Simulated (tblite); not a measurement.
C6H11NOSi.
Atom-mapped SMILES: `[CH2:1]=[C:2]([C:3]#[N:4])[CH2:5][SiH2:6][CH2:7][O:8][CH3:9]` (hydrogens: H10, H11 on C1; H12, H13 on C5; H14, H15 on Si6; H16, H17 on C7; H18, H19, H20 on C9)

Structure optimised with GFN2-xTB, isolated species.

Q: Give the optimised bond lengths and angles.

A: 
```csv
bond,length (Å)
C1=C2,1.334
C2–C3,1.417
C3≡N4,1.147
C2–C5,1.492
C5–Si6,1.920
Si6–C7,1.904
C7–O8,1.415
O8–C9,1.404
C1–H10,1.077
C1–H11,1.077
"C5–H12, C5–H13",1.090
"Si6–H14, Si6–H15",1.466
"C7–H16, C7–H17",1.099
"C9–H18, C9–H19, C9–H20",1.094
```

Bonds in one row agree within 0.01 Å and their mean is given. A selection of angles:
```csv
angle,degrees
C2–C1–H10,121.0
C2–C1–H11,121.9
H10–C1–H11,117.1
C1–C2–C3,119.0
C1–C2–C5,124.8
C3–C2–C5,116.2
C2–C3–N4,179.5
C2–C5–Si6,112.0
C2–C5–H12,109.3
Si6–C5–H12,109.7
Si6–C5–H13,107.9
H12–C5–H13,108.2
C5–Si6–C7,107.2
C5–Si6–H14,108.2
C5–Si6–H15,109.6
C7–Si6–H14,110.0
H14–Si6–H15,111.7
Si6–C7–O8,103.6
Si6–C7–H16,113.3
Si6–C7–H17,112.3
O8–C7–H16,110.4
H16–C7–H17,106.9
C7–O8–C9,113.7
O8–C9–H18,110.8
O8–C9–H19,106.7
H18–C9–H19,109.5
```

Dihedral angles: C1–C2–C5–Si6 -99° (anticlinal); C2–C5–Si6–C7 -61° (synclinal); C5–Si6–C7–O8 -56° (synclinal); Si6–C7–O8–C9 169° (antiperiplanar). The mirror-image conformer, all signs reversed, is as good.

Of the pairs four or more bonds apart, C3···H17 is among the closest relative to their van der Waals radii: 2.77 Å, 96 % of the sum of Bondi's values. The 3 C–C bonds span 1.334 Å (C1=C2, drawn double) to 1.492 Å (C2–C5, drawn single), a spread of 0.158 Å. Si6 (SiH2 silicon) is tetrahedral (angles from 107.2° to 111.7°).

Point group: C1 (no symmetry element, even within 0.4 Å). Its GFN2-xTB frequencies are all real (lowest 29 cm⁻¹). One conformer, not necessarily the lowest. 3 starts were optimised and ended at 0.00, 0.89 and 3.50 kcal/mol (GFN2-xTB); the lowest of these is shown.

The numbers are calculated, not measured.
